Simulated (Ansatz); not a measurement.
Mulliken charges of `O[SiH](F)[SiH2]Cl` from r2SCAN/def2-TZVPP in Ansatz (PBE0-D4/def2-TZVP geometry).

```json
{"atom": "O1", "x (Å)": "1.043", "y (Å)": "1.651", "z (Å)": "-0.368", "charge (e)": "-0.393"}
{"atom": "Si2", "x (Å)": "1.004", "y (Å)": "0.025", "z (Å)": "-0.492", "charge (e)": "0.665"}
{"atom": "F3", "x (Å)": "0.857", "y (Å)": "-0.435", "z (Å)": "-2.016", "charge (e)": "-0.314"}
{"atom": "Si4", "x (Å)": "-0.895", "y (Å)": "-0.758", "z (Å)": "0.652", "charge (e)": "0.315"}
{"atom": "Cl5", "x (Å)": "-2.304", "y (Å)": "0.741", "z (Å)": "0.381", "charge (e)": "-0.270"}
{"atom": "H6", "x (Å)": "0.203", "y (Å)": "2.117", "z (Å)": "-0.397", "charge (e)": "0.211"}
{"atom": "H7", "x (Å)": "2.312", "y (Å)": "-0.469", "z (Å)": "-0.009", "charge (e)": "-0.094"}
{"atom": "H8", "x (Å)": "-1.463", "y (Å)": "-2.021", "z (Å)": "0.119", "charge (e)": "-0.057"}
{"atom": "H9", "x (Å)": "-0.668", "y (Å)": "-0.898", "z (Å)": "2.112", "charge (e)": "-0.063"}
```

Task: By hand: the dipole of these point charges (1 e Å = 4.8032 D).

Result: Σ q r = (0.280, -0.272, 0.330) e Å, of length 0.511 e Å = 2.45 D.

Task: How does the dipole of the full density compare? (Estimate.)

Result: Ansatz gave: (-0.034, -0.090, 0.225) e Å, 1.18 D; the point charges give 2.08 times that, at 45° from its direction.

Point charges leave out the atoms' own dipoles, such as those of lone pairs, and Mulliken's split depends on the basis, so the two needn't agree.
